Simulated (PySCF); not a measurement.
| wavenumber (cm⁻¹) | absorption (km/mol per cm⁻¹) |
| --- | --- |
| 0 | 0.004 |
| 32 | 0.004 |
| 64 | 0.005 |
| 96 | 0.005 |
| 128 | 0.006 |
| 160 | 0.006 |
| 192 | 0.007 |
| 224 | 0.008 |
| 256 | 0.009 |
| 288 | 0.011 |
| 320 | 0.013 |
| 352 | 0.017 |
| 384 | 0.023 |
| 416 | 0.034 |
| 448 | 0.060 |
| 480 | 0.143 |
| 512 | 0.488 |
| 544 | 0.357 |
| 575 | 0.114 |
| 607 | 0.058 |
| 639 | 0.040 |
| 671 | 0.034 |
| 703 | 0.034 |
| 735 | 0.036 |
| 767 | 0.043 |
| 799 | 0.054 |
| 831 | 0.072 |
| 863 | 0.106 |
| 895 | 0.176 |
| 927 | 0.353 |
| 959 | 0.978 |
| 991 | 3.143 |
| 1023 | 1.325 |
| 1055 | 0.434 |
| 1087 | 0.205 |
| 1119 | 0.121 |
| 1151 | 0.082 |
| 1183 | 0.062 |
| 1215 | 0.050 |
| 1247 | 0.044 |
| 1279 | 0.040 |
| 1311 | 0.040 |
| 1343 | 0.041 |
| 1375 | 0.045 |
| 1407 | 0.053 |
| 1439 | 0.065 |
| 1471 | 0.085 |
| 1503 | 0.120 |
| 1535 | 0.188 |
| 1567 | 0.344 |
| 1599 | 0.812 |
| 1631 | 2.815 |
| 1662 | 3.286 |
| 1694 | 0.925 |
| 1726 | 0.374 |
| 1758 | 0.198 |
| 1790 | 0.122 |
| 1822 | 0.083 |
| 1854 | 0.060 |
| 1886 | 0.045 |

This is the computed harmonic infrared spectrum of doublet HZrO, Lorentzian lines of 47 cm⁻¹ full width. Method: PySCF, UPBE0, basis Zr def2-TZVP with ECP28, O def2-TZVP, H def2-TZVP (scalar-relativistic core potentials, no spin–orbit coupling, density fitting).

Task: Which bands make it up, and how are they assigned?

Result: In Cs symmetry, counting bands above 1 % of the strongest: 523 cm⁻¹ (a', bend, 44 km/mol); 995 cm⁻¹ (a', stretch, 237 km/mol); 1648 cm⁻¹ (a', stretch, 329 km/mol).

This need not be the most stable arrangement of these atoms. Other spin states or occupations of the open shell can lie lower.
